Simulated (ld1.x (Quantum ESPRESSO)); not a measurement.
# u(r) = r·R(r): atom against pseudo-atom (Nb (Z = 41))

Columns: radius, all-electron u(r) and pseudo u(r) of the 4d shell (level -4.65 eV) of niobium in the configuration [Ar] 3d10 4s2 4p6 4d3 5s2 5p0; PBEsol, scalar-relativistic, ultrasoft scheme, ld1.x (Quantum ESPRESSO) 7.5.

```json
{"r (bohr)": "0.123", "all-electron": "0.1618", "pseudo": "-0.0013"}
{"r (bohr)": "0.245", "all-electron": "0.3276", "pseudo": "-0.0099"}
{"r (bohr)": "0.368", "all-electron": "0.2781", "pseudo": "-0.0322"}
{"r (bohr)": "0.490", "all-electron": "0.1047", "pseudo": "-0.0717"}
{"r (bohr)": "0.613", "all-electron": "-0.1025", "pseudo": "-0.1302"}
{"r (bohr)": "0.735", "all-electron": "-0.2923", "pseudo": "-0.2048"}
{"r (bohr)": "0.858", "all-electron": "-0.4490", "pseudo": "-0.2920"}
{"r (bohr)": "0.980", "all-electron": "-0.5657", "pseudo": "-0.3837"}
{"r (bohr)": "1.103", "all-electron": "-0.6470", "pseudo": "-0.4738"}
{"r (bohr)": "1.225", "all-electron": "-0.6969", "pseudo": "-0.5535"}
{"r (bohr)": "1.348", "all-electron": "-0.7228", "pseudo": "-0.6181"}
{"r (bohr)": "1.470", "all-electron": "-0.7298", "pseudo": "-0.6626"}
{"r (bohr)": "1.593", "all-electron": "-0.7231", "pseudo": "-0.6866"}
{"r (bohr)": "1.715", "all-electron": "-0.7069", "pseudo": "-0.6910"}
{"r (bohr)": "1.838", "all-electron": "-0.6839", "pseudo": "-0.6794"}
{"r (bohr)": "1.960", "all-electron": "-0.6569", "pseudo": "-0.6568"}
{"r (bohr)": "2.083", "all-electron": "-0.6272", "pseudo": "-0.6278"}
{"r (bohr)": "2.205", "all-electron": "-0.5966", "pseudo": "-0.5967"}
{"r (bohr)": "2.328", "all-electron": "-0.5654", "pseudo": "-0.5654"}
{"r (bohr)": "2.450", "all-electron": "-0.5347", "pseudo": "-0.5347"}
{"r (bohr)": "2.573", "all-electron": "-0.5044", "pseudo": "-0.5044"}
{"r (bohr)": "2.695", "all-electron": "-0.4754", "pseudo": "-0.4754"}
{"r (bohr)": "2.818", "all-electron": "-0.4471", "pseudo": "-0.4471"}
{"r (bohr)": "2.940", "all-electron": "-0.4203", "pseudo": "-0.4203"}
{"r (bohr)": "3.063", "all-electron": "-0.3946", "pseudo": "-0.3946"}
{"r (bohr)": "3.185", "all-electron": "-0.3702", "pseudo": "-0.3702"}
```

(1) How many radial nodes do the two functions have?

(2) At about which radius was the pseudo-wave matched?

(3) Where does each function peak?

(4) Is the pseudo-wave norm-conserving?

Answers

(1) The all-electron 4d function has n − l − 1 = 1; the pseudo-wave has 0, since the states of the same l below it are removed with the core.

(2) 2.30 bohr, where the columns begin to agree (steps of 0.12 bohr).

(3) Outermost all-electron maximum near 1.47 bohr, pseudo maximum near 1.72 bohr (to the table’s step).

(4) No, it belongs to an ultrasoft set: the norm inside the radius is not constrained, and the difference is carried by the augmentation charge.
